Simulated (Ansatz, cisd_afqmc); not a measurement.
System: Br, charge 0, doublet.

Total energies in cc-pVQZ-DK, 7 correlated electrons, 14 frozen orbitals. Radicals and triplets start from unrestricted determinants; spin-orbit coupling is neglected. The -DK rows use spin-free X2C. AFQMC/CISD: phaseless, guided by CISD from CCSD amplitudes; bars are statistical, one sigma. Outlying blocks are dropped, and bars are widened where a walk drifts. Over all cases where full CI ran beside it in this data, AFQMC minus full CI had a median of +0.1 mEh and passed +0.4 mEh in a tenth of the cases. Spin-orbit terms, left out, reach several kcal/mol for Br and I, and more for heavier atoms.

| method | program | energy (Eh) | minus CCSDT(Q) (mEh) |
|---|---|---|---|
| HF | Ansatz | -2604.44033 | 173.82 |
| MP2 | Ansatz | -2604.58912 | 25.03 |
| CCSD | Ansatz | -2604.60774 | 6.41 |
| CCSD(T) | Ansatz | -2604.61340 | 0.75 |
| CCSDT(Q) | Ansatz | -2604.61415 | 0.00 |
| AFQMC/CISD | cisd_afqmc | -2604.6138 ± 0.0003 | 0.4 ± 0.3 |

Ansatz is an electronic-structure program.
